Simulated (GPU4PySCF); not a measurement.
Computed shifts of a molecule C13H10N2, GPU4PySCF with B3LYP/pcSseg-1, GIAO, gas phase, equivalent atoms averaged, in ppm (number of nuclei): ¹³C: 153.2 (1), 148.0 (1), 145.7 (1), 140.0 (1), 136.9 (2), 133.6 (1), 130.2 (2), 130.1 (1), 129.4 (1), 129.2 (1), 114.7 (1). ¹⁵N: 300.8 (1), 204.2 (1). ¹H: 8.11 (1), 7.85 (1), 7.82 (1), 7.76 (1), 7.71 (2), 7.54 (1), 7.53 (1), 7.48 (1), 7.46 (1). References: ¹³C against TMS (σ = 181.3 ppm); ¹⁵N against NH3 (σ = 265.5 ppm); ¹H against TMS (σ = 31.68 ppm), references at their B3LYP-D3(BJ)/def2-TZVP geometries, non-relativistic (references run with PySCF on processors). Geometry optimised at r2SCAN-D4/def2-TZVP. One conformer was computed; it need not be the lowest.

Task: Which structure fits?
(A) C#Cc1nc(-c2ccccc2)cnc1C
(B) Cc1ccc(-c2ccc(C#N)cn2)cc1
(C) c1ccc(-n2cnc3ccccc32)cc1

Result: C, c1ccc(-n2cnc3ccccc32)cc1
